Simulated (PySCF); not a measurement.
C3H9BOS, SMILES COB(C)SC.

Geometry: PBE0-D3(BJ)/def2-SVP. Other conformers were not sampled.

Two levels are set side by side: PBE/def2-TZVP (PySCF) and M06-2X/def2-TZVP (PySCF). Same geometry, gas phase. Differences are taken from unrounded values.

```
quantity                     M06-2X
---------------------------  ------
orbital gap (eV)               9.29
highest occupied level (eV)   -7.98
lowest empty level (eV)        1.31
dipole moment (D)              2.12
mean polarisability (bohr³)    74.1
```

What does PBE give, and how far is it from M06-2X? (The exact figures need the calculation; the answer reports its results.)


```json
[
 {"quantity": "orbital gap (eV)", "PBE": "5.17", "PBE minus M06-2X": "-4.13"},
 {"quantity": "highest occupied level (eV)", "PBE": "-5.63", "PBE minus M06-2X": "2.35"},
 {"quantity": "lowest empty level (eV)", "PBE": "-0.46", "PBE minus M06-2X": "-1.78"},
 {"quantity": "dipole moment (D)", "PBE": "2.01", "PBE minus M06-2X": "-0.11"},
 {"quantity": "mean polarisability (bohr³)", "PBE": "77.8", "PBE minus M06-2X": "3.7"}
]
```

Without exact exchange PBE keeps part of each electron's self-repulsion, which lifts occupied levels and narrows the gap. Loosely held outer electrons make PBE densities more polarisable. Differences between two approximate levels are no errors against the true value.

Rough cost on one machine, each run with all the roots and properties that it gave: M06-2X against PBE about 4 times.
